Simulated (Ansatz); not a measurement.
The inner images of a band of AlBFH$_{5}$Si (9 atoms, charge 0, multiplicity 1) are given out of order.

Theory: UKS B3LYP-D4/STO-3G in Ansatz 0.2.0.

First end point:

```xyz
9
Properties=species:S:1:pos:R:3
F 1.864 -0.945 -0.599
B 0.769 -0.256 -0.312
Al 0.461 1.653 -0.982
Si -0.613 -1.157 0.837
H -0.212 1.917 -2.304
H 0.815 2.846 -0.134
H -1.948 -0.810 0.399
H -0.540 -2.602 0.876
H -0.508 -0.693 2.204
```

Last end point:

```xyz
9
Properties=species:S:1:pos:R:3
F 2.052 -0.818 -0.751
B 0.850 -0.183 -0.709
Al 0.629 1.813 -0.237
Si -0.534 -0.832 0.624
H 0.319 0.026 -1.766
H -0.413 2.938 -0.159
H -1.574 0.155 0.863
H -1.236 -2.019 0.182
H -0.004 -1.128 1.938
```

Problem. Put them in order from the first end to the last, with their energies above the first end.
A.
```xyz
9
Properties=species:S:1:pos:R:3
F 2.107 -0.677 -0.096
B 0.895 -0.144 -0.109
Al 0.381 1.551 -1.123
Si -0.565 -1.098 0.891
H -0.180 1.438 -2.515
H 0.397 2.914 -0.483
H -1.703 -0.220 1.056
H -1.046 -2.247 0.152
H -0.198 -1.564 2.211
```
B.
```xyz
9
Properties=species:S:1:pos:R:3
F 2.003 -0.779 -0.793
B 0.967 -0.097 -0.292
Al 0.524 1.750 -0.523
Si -0.492 -0.968 0.747
H 0.047 0.547 -1.550
H -0.247 3.021 -0.759
H -1.578 -0.025 0.935
H -1.075 -2.147 0.143
H -0.061 -1.347 2.076
```
C.
```xyz
9
Properties=species:S:1:pos:R:3
F 1.987 -0.816 -0.310
B 0.818 -0.201 -0.207
Al 0.433 1.617 -1.064
Si -0.611 -1.136 0.857
H -0.147 1.718 -2.450
H 0.621 2.897 -0.294
H -1.889 -0.477 0.700
H -0.805 -2.520 0.476
H -0.319 -1.129 2.275
```
D.
```xyz
9
Properties=species:S:1:pos:R:3
F 2.129 -0.792 -0.479
B 1.063 -0.110 -0.102
Al 0.366 1.589 -0.864
Si -0.472 -1.019 0.821
H -0.258 0.927 -2.059
H -0.012 3.013 -0.566
H -1.564 -0.069 0.915
H -1.011 -2.178 0.141
H -0.153 -1.408 2.175
```
E.
```xyz
9
Properties=species:S:1:pos:R:3
F 2.011 -0.741 -0.770
B 0.816 -0.121 -0.583
Al 0.626 1.880 -0.219
Si -0.524 -0.924 0.680
H 0.240 0.243 -1.598
H -0.314 3.031 -0.598
H -1.613 -0.005 0.950
H -1.146 -2.116 0.140
H -0.007 -1.292 1.981
```

Solution. C (+0.2 kJ/mol), A (+0.7 kJ/mol), D (+42.9 kJ/mol), B (+143.2 kJ/mol), E (+80.8 kJ/mol).

Run time: 5.8 min on 1 thread of Arm Neoverse V1 (shared host), peak memory 0.13 GiB.
